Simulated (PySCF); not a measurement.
C6H3Cl, SMILES C#C/C(Cl)=C\C#C. Atoms are numbered in the order given.

```xyz
10

C      0.3733     3.1917     0.0000
C      0.6506     1.9955     0.0000
C      1.0098     0.6302     0.0000
C      0.1007    -0.3973     0.0000
Cl     0.6824    -2.0498     0.0000
C     -1.3065    -0.2463     0.0000
C     -2.5274    -0.1308     0.0000
H      0.1192     4.2423     0.0000
H      2.0808     0.3675     0.0000
H     -3.6031    -0.0216     0.0000
```
Charge 0, spin multiplicity 1.

Coordinates come from a PBE-D3(BJ)/def2-SVP optimisation. The structure was generated by enumeration; whether it is a known compound was not checked.

Method: PySCF with PBE-D3(BJ)/def2-SVP.

Frequencies are harmonic and unscaled.

Question: Estimate the vibrational spectrum. (The exact figures need the calculation; the answer reports its results.)

Answer: 
| mode | ν (cm⁻¹) | IR (km/mol) | moving atoms (share of kinetic energy) |
|---|---|---|---|
| 1 | 101 | 0.1 | C 82 %, H 15 % |
| 2 | 136 | 0.4 | C 70 %, H 15 %, Cl 14 % |
| 3 | 179 | 2.2 | C 64 %, Cl 24 %, H 12 % |
| 4 | 256 | 4.4 | C 80 %, H 18 % |
| 5 | 306 | 4.0 | C 68 %, Cl 25 % |
| 6 | 441 | 8.4 | C 87 % |
| 7 | 450 | 5.6 | C 84 %, H 15 % |
| 8 | 491 | 3.8 | C 58 %, Cl 39 % |
| 9 | 601 | 1.4 | C 90 %, H 10 % |
| 10 | 609 | 36.7 | H 77 %, C 23 % |
| 11 | 624 | 34.0 | H 80 %, C 20 % |
| 12 | 653 | 33.5 | H 78 %, C 22 % |
| 13 | 665 | 25.9 | H 77 %, C 23 % |
| 14 | 753 | 21.7 | C 89 % |
| 15 | 815 | 12.1 | H 65 %, C 35 % |
| 16 | 978 | 84.4 | C 93 % |
| 17 | 1061 | 20.2 | C 54 %, H 46 % |
| 18 | 1283 | 13.8 | C 52 %, H 48 % |
| 19 | 1574 | 13.7 | C 97 % |
| 20 | 2132 | 5.5 | C 92 %, H 8 % |
| 21 | 2152 | 8.0 | C 92 %, H 8 % |
| 22 | 3103 | 5.7 | H 92 %, C 8 % |
| 23 | 3406 | 84.4 | H 86 %, C 14 % |
| 24 | 3407 | 93.2 | H 86 %, C 14 % |
